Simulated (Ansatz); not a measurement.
Computed with Ansatz on PBE0-D4/def2-TZVP structures; ΔE is electronic, products minus reactants. CCSD(T)/CBS adds triple-zeta CCSD(T) − MP2 to the extrapolated MP2 energy (def2 sets, frozen cores). This one scheme is used for every species. Double bonds are as drawn, so ΔE can hold a change between cis and trans. One conformer a species, not always the lowest.

Consider the hydrogenolysis of a C–O bond: `B/C(O)=C(\O)F` + H₂ → `B/C=C(/O)F` + H₂O.

`B/C(O)=C(\O)F`:

```xyz
10

B     0.407    0.231    1.208
C     0.410   -0.111   -0.244
O     1.526   -0.431   -0.986
C    -0.765   -0.122   -0.942
O    -1.972    0.141   -0.495
F    -0.802   -0.416   -2.212
H     1.423    0.248    1.841
H    -0.620    0.499    1.776
H     2.281   -0.390   -0.395
H    -1.890    0.352    0.448
```

H₂:

```xyz
2

H     0.293    0.032   -0.228
H    -0.293   -0.032    0.228
```

`B/C=C(/O)F`:

```xyz
9

B    -0.345   -0.017   -1.623
C     0.515    0.084   -0.388
C     0.017   -0.015    0.856
O     0.723    0.065    1.970
F    -1.267   -0.209    1.113
H    -1.525   -0.192   -1.535
H     0.153    0.078   -2.707
H     1.587    0.242   -0.418
H     0.141   -0.036    2.732
```

H₂O:

```xyz
3

O     0.027   -0.318   -0.222
H     0.160    0.593   -0.490
H    -0.187   -0.275    0.712
```

```json
{"species": "`B/C(O)=C(\\O)F`", "HF/def2-QZVPP energy (Eh)": "-352.03391"}
{"species": "H₂", "HF/def2-QZVPP energy (Eh)": "-1.13348"}
{"species": "`B/C=C(/O)F`", "HF/def2-QZVPP energy (Eh)": "-277.15125"}
{"species": "H₂O", "HF/def2-QZVPP energy (Eh)": "-76.06663"}
```

(1) Work out ΔE.

Largest T1 diagnostic among the species: 0.014.

Answers

(1) ΔE = (-277.15125) + (-76.06663) − (-352.03391) − (-1.13348) = -0.05049 Eh = -31.7 kcal/mol. CCSD(T)/CBS gives -26.4 kcal/mol.

The D4 term adds +1.4 kcal/mol with B3LYP and +0.8 kcal/mol with PBE0; it sums over pairs of atoms, weighted by their polarisabilities, and B3LYP, whose exchange is more repulsive, gets the larger term. From PBE to PBE0 (25 % exact exchange), in def2-TZVPP and without D4, ΔE moves by −2.9 kcal/mol. In def2-TZVPP, CCSD(T) changes the Hartree–Fock value by +6.0 kcal/mol (the triples alone add +1.9 kcal/mol) and MP2 by +5.1 kcal/mol.

B3LYP here is the variant with VWN-RPA as its local correlation; programs differ in this.
